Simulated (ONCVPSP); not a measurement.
## What one change does to a pseudopotential (krypton (Kr), ONCV)

krypton (Kr), optimised norm-conserving Vanderbilt (ONCV), made with ONCVPSP 4.0.1 (PBEsol, scalar-relativistic). Core [Ar], reference 3d10 4s2 4p6. Waves: 4s: rc 1.20 bohr, ncon 4, nbas 7, qcut 4.6 1/bohr, 1 projector; 4p: rc 1.40 bohr, ncon 4, nbas 8, qcut 5.9 1/bohr, 2 projectors, debl 2.7 Ha; 3d: rc 0.85 bohr, ncon 4, nbas 9, qcut 21.7 1/bohr, 3 projectors, debl 1.1 Ha. Local part: polynomial inside 0.70 bohr (lpopt 4, dvloc0 0 Ha). Core correction: Teter function, fcfact 4.5, rcfact 1.75.

In the d channel the program set the typed energies aside and used -2.991, 0.250, 1.350 Ha.

Change: core correction polynomial model core, fcfact 0.45.

Cutoffs: the cutoffs (Ha) at which the residual kinetic energy of the hardest occupied pseudo-wave falls to 1 and 0.1 mHa per electron; they do not see the model core or the augmentation charge, which bear on the density cutoff. Errors are all-electron minus pseudo energies relative to the spin-unpolarised reference configuration.

Problem. How do hardness, ghosts and transferability respond?

Solution. The potential gets neither clearly harder nor softer (171 Ha and 191 Ha → 171 Ha and 191 Ha); both files keep a bound ghost (s); of the 4 tests that both files solve, the error grows in 2 and shrinks in 1 by more than 15 % and 0.3 meV (median size 3.0 → 3.1 meV). A model core, the more so a compact one, raises the density cutoff, which this test does not measure.

| quantity | base | changed |
| --- | --- | --- |
| cutoff, loose | 171 Ha | 171 Ha |
| cutoff, tight | 191 Ha | 191 Ha |
| bound ghosts | s | s |
| GHOST(+) flags under 300 eV | p at 161.6 eV | p at 161.6 eV |
| error for 3d10 4s2 4p5, meV [ΔE 14.28 eV] | -2.3 | -2.0 |
| error for 3d10 4s2 4p4, meV [ΔE 39.46 eV] | -3.7 | -2.2 |
| error for 3d10 4s2 4p3, meV [ΔE 76.55 eV] | +0.6 | +4.1 |
| error for 3d10 4s2 4p2, meV [ΔE 126.39 eV] | +19 | +24 |
| s: phases at 1.22 bohr within 0.05 rad from the reference energy up to (Ha; the scan ends near 5) | to the end of the scan | to the end of the scan |
| p: phases at 1.42 bohr within 0.05 rad from the reference energy up to (Ha; the scan ends near 5) | to the end of the scan | to the end of the scan |
| d: phases at 0.86 bohr within 0.05 rad from the reference energy up to (Ha; the scan ends near 5) | to the end of the scan | to the end of the scan |
| rms error of d²Exc/dni dnj with the model core, mHa | 2.36 | 2.60 |

 A true bound ghost makes a file unfit for plane-wave use even where its test errors are small: the radial tests pick states by their node count and pass the ghost by.
